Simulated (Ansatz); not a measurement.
```xyz
25

C     1.875    0.561   -1.183
C     0.395    0.260   -0.980
C    -0.475    1.147   -1.861
N     0.016    0.339    0.430
Si   -0.224    1.833    1.242
C    -0.441   -0.890    1.074
C    -1.735   -1.429    0.471
C     0.645   -1.958    1.110
H     2.104    1.588   -0.885
H     2.490   -0.109   -0.581
H     2.158    0.444   -2.232
H     0.225   -0.774   -1.297
H    -1.532    0.899   -1.742
H    -0.344    2.203   -1.605
H    -0.209    1.032   -2.915
H     0.037    1.616    2.690
H    -1.600    2.409    1.130
H     0.712    2.856    0.704
H    -0.658   -0.621    2.115
H    -2.521   -0.671    0.499
H    -2.084   -2.305    1.023
H    -1.595   -1.732   -0.570
H     1.544   -1.573    1.595
H     0.301   -2.835    1.662
H     0.915   -2.290    0.104
```

Charge 0, multiplicity 1.

(1) List the PBE0/def2-TZVPP orbital energies in eV (Ansatz). (An estimate is asked.)

Answers

(1) Ansatz gave: Occupied: -1802.31, -390.79, -279.13, -279.06, -277.82, -277.80, -277.79, -277.69, -144.62, -99.28, -99.28, -99.26, -25.40, -22.20, -20.57, -19.40, -19.16, -17.09, -16.08, -14.35, -13.62, -12.85, -12.28, -12.19, -11.80, -11.43, -10.87, -10.75, -10.63, -10.22, -10.02, -9.56, -9.50, -9.41, -9.25, -8.72, -6.21. Lowest empty: 0.75, 1.22, 1.55, 1.73, 1.80, 2.01, 2.11, 2.61.
